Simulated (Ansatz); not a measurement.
Relaxation of GaH₃N (5 atoms, charge 0, multiplicity 2), to a largest force component of 0.015 eV/Å in at most 40 steps.

Level of theory: UKS PBE0-D4/def2-mTZVP in Ansatz.

```xyz
5
Properties=species:S:1:pos:R:3
N -0.054 -0.619 -0.177
Ga 0.618 0.813 0.141
H -1.076 -0.750 -0.619
H 0.014 -1.107 0.698
H 0.546 1.590 -0.084
```

Q: Where does it end, and by what steps?

A: The forces met the threshold. After 10 steps the energy has fallen by 16.652 eV; H5 moved furthest, 0.62 Å. The start is strongly strained (largest force component 71 eV/Å).

```json
{"step": "0", "energy less start (eV)": "0.0000", "largest force component (eV/Å)": "71.465", "accepted": "yes"}
{"step": "1", "energy less start (eV)": "-12.1094", "largest force component (eV/Å)": "19.452", "accepted": "yes"}
{"step": "2", "energy less start (eV)": "-15.1659", "largest force component (eV/Å)": "8.063", "accepted": "yes"}
{"step": "3", "energy less start (eV)": "-16.4547", "largest force component (eV/Å)": "1.514", "accepted": "yes"}
{"step": "4", "energy less start (eV)": "-16.5862", "largest force component (eV/Å)": "1.383", "accepted": "yes"}
{"step": "5", "energy less start (eV)": "-16.6256", "largest force component (eV/Å)": "0.516", "accepted": "yes"}
{"step": "6", "energy less start (eV)": "-16.6276", "largest force component (eV/Å)": "0.209", "accepted": "yes"}
{"step": "7", "energy less start (eV)": "-16.6422", "largest force component (eV/Å)": "0.504", "accepted": "yes"}
{"step": "8", "energy less start (eV)": "-16.6521", "largest force component (eV/Å)": "0.057", "accepted": "yes"}
{"step": "9", "energy less start (eV)": "-16.6521", "largest force component (eV/Å)": "0.021", "accepted": "yes"}
{"step": "10", "energy less start (eV)": "-16.6522", "largest force component (eV/Å)": "0.004", "accepted": "yes"}
```

```xyz
5
Properties=species:S:1:pos:R:3
N -0.211 -0.684 0.065
Ga 0.824 0.783 0.419
H -0.952 -0.698 -0.622
H -0.115 -1.575 0.528
H 0.503 2.099 -0.431
```

Time of the run: 30 s on 1 thread of Arm Neoverse V1, with other jobs on the host, peak memory 0.15 GiB.
